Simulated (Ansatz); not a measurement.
Predict a relaxed structure of the cluster Si₄H₇⁻ (the lowest singlet isomer of a short search), charge -1, singlet, at B3LYP-D4/def2-SVPD (Ansatz).


Cartesian coordinates in Å:
```
Si -0.850 -1.013 0.681
Si -0.031 1.560 -1.346
Si -0.091 1.201 1.039
Si 0.434 -0.809 -1.299
H -0.608 -2.114 1.682
H 1.405 2.083 -1.476
H 1.192 1.083 1.830
H 0.019 -1.686 -2.458
H -2.325 -1.061 0.392
H -0.961 2.072 1.915
H 1.817 -1.314 -0.959
```
Point group Cs (tolerance 0.1 Å). This is one stationary point.

The structure comes from a short search, and lower isomers may exist.
